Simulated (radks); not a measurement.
The technetium ion Tc2+, 41 electrons, occupied as [Kr] 4d5. All-electron calculation, scalar-relativistic Kohn-Sham, PBE, spin-polarised, spherical densities, finite nucleus; open shells are filled with parallel spins first (spin-orbit coupling, left out, can overturn this in heavy ions); Fermi nuclear charge, rms radius 4.4112 fm. Program: a radial shooting solver on a logarithmic mesh with Libxc functionals. Some entries of the table are withheld. Estimate them.

| orbital | occ. | eigenvalue (eV) | <r^2> (bohr^2) | <r> (bohr) |
|---|---|---|---|---|
| 1s down | 1 | -20883.87 | 0.001586 | 0.03428 |
| 1s up | 1 | -20883.85 | 0.001586 | 0.03428 |
| 2s up | 1 | -2993.295 | 0.02638 | 0.1496 |
| 2s down | 1 | -2992.648 | 0.02638 | 0.1496 |
| 2p up | 3 | -2680.599 | 0.02077 | 0.1304 |
| 2p down | 3 | -2680.118 | 0.02076 | 0.1304 |
| 3s up | 1 | -534.5063 | 0.1976 | 0.4154 |
| 3s down | 1 | -534.1786 | 0.1975 | 0.4154 |
| 3p up | 3 | -431.8881 | 0.2017 | 0.4164 |
| 3p down | 3 | -431.5151 | 0.2016 | 0.4163 |
| 3d up | 5 | (1) | 0.1912 | 0.3991 |
| 3d down | 5 | (2) | 0.1909 | 0.3989 |
| 4s up | 1 | (3) | 1.275 | 1.061 |
| 4s down | 1 | (4) | 1.258 | 1.054 |
| 4p up | 3 | -62.8232 | 1.578 | 1.174 |
| 4p down | 3 | -59.1978 | 1.560 | 1.167 |
| 4d up | 5 | -23.8185 | 3.060 | 1.604 |
| 4d down | 0 | -20.0296 | 3.204 | 1.634 |

Answer. 
(1) 3d up eigenvalue (eV): -265.8824
(2) 3d down eigenvalue (eV): -265.2913
(3) 4s up eigenvalue (eV): -90.7171
(4) 4s down eigenvalue (eV): -87.3856
